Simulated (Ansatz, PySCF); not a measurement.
Process, species as SMILES: C=C(C)CCC -> C=C(C)[CH]CC + H atom (the C-H bond at the site shown breaks; other sites are not compared here)
Each molecule is optimised on its own at B3LYP-D3(BJ)/def2-TZVP (Ansatz, an electronic-structure program), one conformer each, not searched for the lowest. Frequencies are from Ansatz or PySCF. Markedly spin-contaminated UHF reference, which strains HF, MP2 and, less, CCSD(T): C=C(C)[CH]CC.
Geometry of the first species:
```
C
H 1 1.0929
H 1 1.0970 2 106.68
C 1 1.5063 2 109.30 3 117.88
C 4 1.3306 1 121.59 2 8.48
H 5 1.0832 4 121.67 1 179.76
H 5 1.0833 6 116.88 4 -179.89
C 4 1.5029 5 121.82 6 -0.21
H 8 1.0895 4 111.52 5 -3.19
H 8 1.0930 9 108.05 4 -122.68
H 8 1.0943 9 108.41 10 -115.22
C 1 1.5346 2 108.93 3 -116.88
H 12 1.0930 1 109.79 2 177.77
H 12 1.0938 13 106.43 1 -117.57
C 12 1.5256 13 109.37 14 -118.68
H 15 1.0915 12 111.41 13 57.98
H 15 1.0926 16 107.77 12 -122.09
H 15 1.0928 16 107.77 17 -115.82
```

Quantity: bond dissociation energy (enthalpy at 298 K, with B3LYP-D3(BJ) rigid-rotor harmonic-oscillator terms), in kJ/mol. Cores are frozen in the correlated levels unless marked. Open shells are spin-unrestricted. Spin-orbit coupling is left out. Non-relativistic. 

| level | program | bond dissociation energy (kJ/mol) |
|---|---|---|
| HF/6-31G | Ansatz | 232.8 |
| HF/6-31G* | Ansatz | 245.2 |
| PBE-D3(BJ)/def2-TZVPD | Ansatz + dftd3 | 337.1 |
| B3LYP-D3(BJ)/def2-TZVPD | Ansatz + dftd3 | 346.4 |
| PBE0/def2-SVP | Ansatz | 337.8 |
| PBE0/def2-QZVPP | Ansatz | 338.8 |
| HSE06-D4/def2-TZVPD | Ansatz + dftd4 | 339.8 |
| HSE06/def2-TZVPD | Ansatz | 338.3 |
| CAM-B3LYP-D3(BJ)/def2-TZVPD | Ansatz + dftd3 | 350.2 |
| LC-wPBE-D4/def2-TZVPD | Ansatz + dftd4 | 344.2 |
| LC-wPBE/def2-TZVPD | Ansatz | 342.2 |
| B2GP-PLYP-D3(BJ)/def2-TZVPD | Ansatz + dftd3 | 354.8 |
| B2PLYP-D4/def2-TZVPD | Ansatz + dftd4 | 351.9 |
| B2PLYP/def2-TZVPD | Ansatz | 350.6 |
| MP2/6-31G | Ansatz | 340.6 |
| MP2/cc-pVDZ | Ansatz | 368.7 |
| RI-MP2/cc-pVTZ | Ansatz | 383.8 |
| SCS-MP2/6-31G | Ansatz | 346.7 |
| SCS-MP2/cc-pVDZ | Ansatz | 376.9 |
| CCSD(T)/6-31G* | Ansatz | 333.0 |
